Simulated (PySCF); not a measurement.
A run for PySCF: D3(BJ) and D4 dispersion corrections on C2H4O2 (a complex), monomers drawn apart or pushed together.

```python
from pyscf import gto
from pyscf.dispersion import dftd3, dftd4

mol = gto.M(
    atom='''
    C     0.43440576   -0.15437601   -0.13975507
    O    -0.14454213    0.89753345   -0.22196946
    H    -0.10029360   -1.12086560   -0.13961675
    H     1.53564523   -0.21590842   -0.08094594
    C    -0.05060852    0.47689935    3.92851371
    O     0.51605128   -0.52971924    3.59419054
    H    -0.21463501    0.71627706    4.99484645
    H    -0.42874008    1.20073903    3.18501204
    ''',
    basis='def2-svp',
    charge=0, spin=0, verbose=0, max_memory=1800)
d3, d4 = {}, {}
for xc in ['hf', 'pbe', 'blyp', 'revpbe', 'tpss', 'r2scan', 'b3lyp', 'pbe0', 'bhlyp', 'camb3lyp', 'b2plyp']:
    d3[xc] = float(dftd3.DFTD3Dispersion(mol, xc=xc, version='d3bj', atm=False).get_dispersion()['energy'])
    print(f'D3(BJ) {xc:10s} {d3[xc]:14.8f} Eh')
for xc in ['hf', 'pbe', 'blyp', 'revpbe', 'tpss', 'r2scan', 'b3lyp', 'pbe0', 'bhlyp', 'camb3lyp', 'b2plyp']:
    d4[xc] = float(dftd4.DFTD4Dispersion(mol, xc={'camb3lyp': 'cam-b3lyp'}.get(xc, xc), atm=True).get_dispersion()['energy'])
    print(f'D4     {xc:10s} {d4[xc]:14.8f} Eh')
```

Program output:

```
D3(BJ) hf            -0.02605579 Eh
D3(BJ) pbe           -0.00286428 Eh
D3(BJ) blyp          -0.00569720 Eh
D3(BJ) revpbe        -0.00734913 Eh
D3(BJ) tpss          -0.00350504 Eh
D3(BJ) r2scan        -0.00089338 Eh
D3(BJ) b3lyp         -0.00463565 Eh
D3(BJ) pbe0          -0.00243200 Eh
D3(BJ) bhlyp         -0.00348467 Eh
D3(BJ) camb3lyp      -0.00213425 Eh
D3(BJ) b2plyp        -0.00207543 Eh
D4     hf            -0.00934439 Eh
D4     pbe           -0.00249049 Eh
D4     blyp          -0.00537338 Eh
D4     revpbe        -0.00867418 Eh
D4     tpss          -0.00332602 Eh
D4     r2scan        -0.00075025 Eh
D4     b3lyp         -0.00384646 Eh
D4     pbe0          -0.00212916 Eh
D4     bhlyp         -0.00264187 Eh
D4     camb3lyp      -0.00213290 Eh
D4     b2plyp        -0.00175606 Eh
```

The run finished.

Cost: around 0.04 core-seconds (rough).
